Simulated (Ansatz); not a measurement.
Geometry optimisation, UKS PBE0-D4/cc-pVDZ (Ansatz).

Input:

```yaml
crystal:
  periodic: [false, false, false]
  atoms:
    - { symbol: Si, position_ang: [-0.49248, -0.46089, 0.615722] }
    - { symbol: H, position_ang: [0.268208, -1.583757, 0.116938] }
    - { symbol: O, position_ang: [-1.529018, -1.160305, 1.725168] }
    - { symbol: O, position_ang: [-1.39583, 0.333502, -0.540557] }
    - { symbol: O, position_ang: [0.46417, 0.729793, 1.322322] }
    - { symbol: H, position_ang: [1.240932, -0.893764, -1.393752] }
    - { symbol: P, position_ang: [1.757911, 0.27942, -1.957913] }
    - { symbol: H, position_ang: [-2.284464, -0.607313, 1.960091] }
    - { symbol: H, position_ang: [-1.044729, 1.203021, -0.765178] }
    - { symbol: H, position_ang: [0.905077, 0.449299, 2.133479] }
    - { symbol: H, position_ang: [1.62409, 1.024561, -0.74603] }
    - { symbol: H, position_ang: [0.486232, 0.686533, -2.47039] }
magnetization:
  spin_polarized: true
basis:
  gaussian: { orbitals: cc-pVDZ }
hamiltonian:
  xc: pbe0
  dispersion: d4
relax:
  f_tol: 0.03
  max_steps: 50
```

Run as:

```bash
$ ansatz run input.yaml --threads 4 --pin off --max-ram 5120MiB --backend cpu --events-out ev --progress --plain --runs-dir out
```

**Question.** Where does it end, and by what steps?

**Answer.** The forces met the threshold. The force dipped under the threshold on the way, but the program's further checks kept it going. After 27 steps the energy has fallen by 0.240 eV; H9 moved furthest, 1.47 Å.

```tsv
step	energy less start (eV)	largest force component (eV/Å)	accepted
0	0.0000	0.752	yes
1	-0.1470	0.270	yes
2	-0.1839	0.154	yes
3	-0.1859	0.368	yes
4	-0.1953	0.117	yes
5	-0.1973	0.112	yes
6	-0.2004	0.090	yes
7	-0.2019	0.084	yes
8	-0.2030	0.085	yes
9	-0.2042	0.081	yes
10	-0.2053	0.087	yes
11	-0.2055	0.275	yes
12	-0.2075	0.150	yes
13	-0.2116	0.068	yes
14	-0.2169	0.165	yes
15	-0.2179	0.319	yes
16	-0.2258	0.207	yes
17	-0.2216	0.226	no
18	-0.2294	0.029	yes
19	-0.2331	0.055	yes
20	-0.2355	0.131	yes
21	-0.2373	0.065	yes
22	-0.2385	0.041	yes
23	-0.2392	0.035	yes
24	-0.2395	0.037	yes
25	-0.2398	0.019	yes
26	-0.2400	0.038	yes
27	-0.2400	0.016	yes
```

```xyz
12
Properties=species:S:1:pos:R:3
Si -0.683 -0.770 1.024
H -0.251 -2.168 1.292
O -1.989 -0.542 2.033
O -1.154 -0.474 -0.546
O 0.586 0.305 1.293
H 1.377 -0.280 -2.492
P 1.836 1.053 -2.217
H -2.502 0.252 1.836
H -0.453 -0.102 -1.099
H 1.061 0.164 2.121
H 1.628 0.927 -0.803
H 0.543 1.634 -2.442
```

Whether the end is a true minimum wasn't checked by a vibrational analysis.

Time of the run: 2.1 min on 4 threads of Arm Neoverse N1, with other jobs on the host, peak memory 0.39 GiB.
